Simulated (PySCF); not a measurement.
Radial density of Br²⁵⁺ (bromine, charge +25)

UHF, [Ne], closed-shell 1S. Calculation: PySCF 2.14, in an uncontracted even-tempered set (20 s from 7 bohr⁻², ratio 2.2; 12 p from 9.1 bohr⁻², ratio 2.2; 6 d from 43 bohr⁻², ratio 2.4; 5 f from 64 bohr⁻², ratio 2.4; 4 g from 96 bohr⁻², ratio 2.4); scalar relativity by spin-free X2C-1e.

| r (bohr) | 4πr²ρ (e/bohr) |
| --- | --- |
| 0.000765 | 0.3593 |
| 0.00129 | 0.8912 |
| 0.00217 | 2.162 |
| 0.00364 | 5.055 |
| 0.00613 | 11.08 |
| 0.0103 | 21.78 |
| 0.0173 | 35.52 |
| 0.0291 | 42.94 |
| 0.0490 | 36.29 |
| 0.0825 | 36.18 |
| 0.139 | 46.66 |
| 0.233 | 22.24 |
| 0.392 | 1.583 |
| 0.660 | 0.005086 |

Densities and radii are taken from the X2C orbitals without a picture-change correction, which distorts them close to the nucleus.
